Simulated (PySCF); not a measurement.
A structure optimised at B3LYP-D3(BJ)/def2-TZVP, used in a PySCF frequency run:

```
Sb
F 1 1.9207
F 1 1.9207 2 95.32
```
Charge 0, spin multiplicity 2.

Q: Write its SMILES, formula and point group.

A: [F][Sb][F], F2Sb, C2v

Q: What are its rotational constants (standard atomic weights)?

A: 10.428, 6.5991, 4.0415 GHz
